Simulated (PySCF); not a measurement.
A thermochemical cycle for ZnS

PBE0 in PySCF with def2-TZVPPD on every atom, for the lowest determinant that a PBE0 search found; no spin–orbit coupling. ZnS, a singlet (closed shell), has De = 1.46 eV to neutral atoms, and ZnS⁺, a doublet (π ↑), has De = 2.10 eV to Zn⁺ + S.

The adiabatic ionisation energy of ZnS, between the minima, is 8.46 eV.

Problem. Which ionisation energy of the Zn atom does this level give?

Solution. IE(Zn) = IE(molecule) + De(ion) − De(neutral) = 8.46 + 2.10 − 1.46 = 9.10 eV; the measured value is 9.394 eV (NIST ASD).

For an ion De counts to the pair picked by the measured ionisation energies or electron affinities, which need not be the lowest pair at this level. States were picked by a PBE0 search and need not be the measured ground states.
